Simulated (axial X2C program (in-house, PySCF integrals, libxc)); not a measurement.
# Working with the constants of SnI⁺

A bond curve at the CCSD(T) level, two-component, was computed with an in-house all-electron X2C program for linear molecules (integrals from PySCF) (basis I dyall-cv3z [11s12p8d4f1g], Sn dyall-cv3z [11s12p9d4f1g] (cores contracted in-house)) for the state Ω = 0 (closed shell). Its fit gives Re = 2.6234 Å, ωe = 236.3 cm⁻¹, ωexe = 0.389 cm⁻¹ and αe = 8.920e-05 cm⁻¹; the masses are 126.9045 and 119.9022 u. Two-component means X2C with spin–orbit coupling and atomic mean-field Coulomb and Gaunt terms.

Correlated methods: 10 electrons correlated (number of frozen shells: I 4 s, 3 p, 2 d; Sn 4 s, 3 p, 2 d), 308 virtual spin orbitals or spinors in MP2, 90 natural virtuals in coupled cluster.

Question: Find the reduced mass, Be and the force constant.

Answer: From the CCSD(T) values: μ = 61.6520 u. Be = 16.8576/(μ Re²) = 0.03973 cm⁻¹. k = 5.8918×10⁻⁷ μ ωe² = 2.03 mdyn/Å.

Question: Where do the fundamental and the first overtone lie?

Answer: ν(1←0) = ωe − 2ωexe = 235.5 cm⁻¹; ν(2←0) = 2ωe − 6ωexe = 470.3 cm⁻¹.

Question: Estimate the centrifugal constant by the Kratzer relation.

Answer: D = 4Be³/ωe² = 4.49e-09 cm⁻¹.

Question: A Morse curve ties αe to the other constants (Pekeris). How well does that hold?

Answer: αe(Morse) = 6Be²/ωe × (√(ωexe/Be) − 1) = 8.533e-05 cm⁻¹; the CCSD(T) curve gives 8.920e-05 cm⁻¹, a ratio of 0.96.

Question: Give B0, the J = 1←0 line in GHz and the most populated J at 300 K (kT = 208.5 cm⁻¹).

Answer: B0 = Be − αe/2 = 0.03969 cm⁻¹; 2B0 = 2.379 GHz; J(max) ≈ √(kT/2B0) − 1/2 = 50.8, so J = 51.

Occupations by symmetry block were frozen at the best pattern of an incomplete PBE0 search. Coupled cluster ran in a truncated set of natural virtual spinors; the MP2 energy of the rest was added. (T) has no such correction and the atoms are truncated less, which lowers De at CCSD(T) by a hundredth of an eV or more. With the outer-core shells frozen, correlated bond lengths of heavy atoms tend to come out a few hundredths of an ångström too long.
